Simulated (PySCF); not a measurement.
The dipole of `[Si]1(C(F)=C)([SiH2]O[SiH2]1)O` from its density and from atomic charges.

Coordinates (GFN2-xTB, Å) and charges (e) from the PBE0/pcSseg-1 density (PySCF):

```tsv
atom	x	y	z	Mulliken	IAO	Hirshfeld	ESP-fitted
C1	2.297	1.864	0.021	-0.1729	-0.3454	-0.1169	-0.4802
C2	1.587	0.807	0.369	-0.0522	+0.0211	-0.0179	+0.1614
F3	2.097	-0.044	1.305	-0.2977	-0.2843	-0.1000	-0.1863
Si4	-0.113	0.274	-0.271	+0.3983	+0.7078	+0.2677	+0.2202
O5	-0.412	1.483	-1.342	-0.5420	-0.7738	-0.2932	-0.6421
Si6	-1.762	-0.464	1.230	+0.6183	+0.6736	+0.3034	+0.4437
O7	-1.636	-1.906	0.409	-0.7346	-0.9074	-0.3295	-0.4724
Si8	-0.517	-1.974	-0.821	+0.6183	+0.6736	+0.3032	+0.4446
H9	1.902	2.537	-0.714	+0.1443	+0.1768	+0.0522	+0.2195
H10	3.263	2.082	0.446	+0.1346	+0.1698	+0.0566	+0.2146
H11	-1.212	1.526	-1.858	+0.2564	+0.3719	+0.1820	+0.4468
H12	-3.159	-0.048	1.078	-0.0978	-0.1248	-0.0800	-0.0992
H13	-1.475	-0.754	2.632	-0.0876	-0.1171	-0.0739	-0.0854
H14	0.415	-3.045	-0.482	-0.0876	-0.1171	-0.0739	-0.0862
H15	-1.278	-2.330	-2.022	-0.0978	-0.1248	-0.0800	-0.0989
```

Q: What dipole does each set of charges give (1 e·Å = 4.803 D), and what does the density give?

A: The full density gives (-0.62, 1.98, -1.84) D, 2.77 D in size; dipole vectors point from the negative to the positive end.

```csv
scheme,μx,μy,μz,size (D),share of the full size (%),angle to the full dipole (°)
Mulliken,-0.98,2.16,-2.18,3.22,116,5
IAO,-0.24,3.03,-2.37,3.85,139,10
Hirshfeld,-0.34,1.43,-1.26,1.94,70,3
ESP-fitted,-0.63,2.00,-1.85,2.79,101,0
```

Q: Which set comes closest?

A: Length of the difference vector: ESP-fitted 0.02 D, Mulliken 0.53 D, Hirshfeld 0.84 D, IAO 1.24 D. Closest: ESP-fitted. 

Q: What is left for the Hirshfeld atoms' own dipoles?

A: The shares of the density sum to the whole, so what Σ q r misses lies in dipoles about the nuclei. The atomic dipoles sum to (-0.62, 1.98, -1.84) − (-0.34, 1.43, -1.26) = (-0.28, 0.55, -0.58) D, 0.84 D in size.

Q: With the origin at the mean of the coordinates, (0.000, 0.001, -0.001) Å, which are the largest single terms, by size, of the Mulliken dipole along the direction of the full one?

A: O5 -5.31, O7 +4.47, H11 +3.19, Si8 -2.23, Si6 -2.23 D; all 15 atoms together +3.21 D. The single terms depend on the origin, their sum doesn't.

Q: Give the size of the full dipole in other units.

A: 2.77 D = 1.091 au = 0.577 e·Å = 9.25 × 10⁻³⁰ C·m.

One conformer (not necessarily the lowest) at the GFN2-xTB geometry, without solvent, vibrations or thermal averaging.

The values belong to the conformer `[CH2:1]=[C:2]([F:3])[Si:4]1([OH:5])[SiH2:6][O:7][SiH2:8]1`: C1–C2–Si4–O5 0°, H–O5–Si4–C2 180°.
